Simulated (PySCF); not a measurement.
Cartesian coordinates in Å; atom numbers follow the order of the lines, from 1:
```xyz
10

C    -1.497   -0.025    0.092
C    -0.187    0.668   -0.167
O    -0.118    1.840   -0.459
Si    1.495   -0.297   -0.021
H    -2.322    0.700    0.061
H    -1.474   -0.540    1.067
H    -1.657   -0.806   -0.670
H     2.200    0.229    1.185
H     1.302   -1.773    0.128
H     2.299   -0.009   -1.242
```

Geometry: PBE0-D3(BJ)/def2-SVP; GIAO shifts from PySCF 2.14, gas phase, non-relativistic, averaged over equivalent atoms.

At PBE0/pcSseg-1 (105 basis functions, 21 s wall time on 1 thread of an Intel Xeon, shared host):
```tsv
atoms	δ (ppm)
C2	236.9
C1	42.8
O3	862.3
Si4	-92.1
H8/H9/H10	3.96
H5/H6/H7	2.42
```

Scale: TMS for 13C (184.41 ppm), 29Si (351.99 ppm), 1H (31.27 ppm); 17O (334.56 ppm) vs H2O (reference shieldings calculated alike).

**Question.** Estimate the result of repeating the calculation with PBE/pcSseg-2.

**Answer.** 
```csv
atoms,δ at PBE/pcSseg-2,change
C2,245.3,+8.4
C1,44.6,+1.8
O3,818.6,-43.7
Si4,-104.3,-12.2
H8/H9/H10,4.06,+0.10
H5/H6/H7,2.45,+0.03
```

Scale: 13C (σref 179.39) and 29Si (σref 323.43) and 1H (σref 31.18) vs TMS; H2O for 17O (σref 327.88) (reference shieldings calculated alike).

The largest change is at O3 (carbonyl oxygen). Cost: 235 basis functions, 86 s wall time (73 s CPU) on 1 thread of an Intel Xeon, shared host.

Unscaled 17O shifts of doubly bonded oxygen tend to come out too high, by tens of ppm or more. Experimental scales use liquid or dissolved standards, which lie at an offset from isolated H2O (liquid H2O: subtract about 36 ppm).
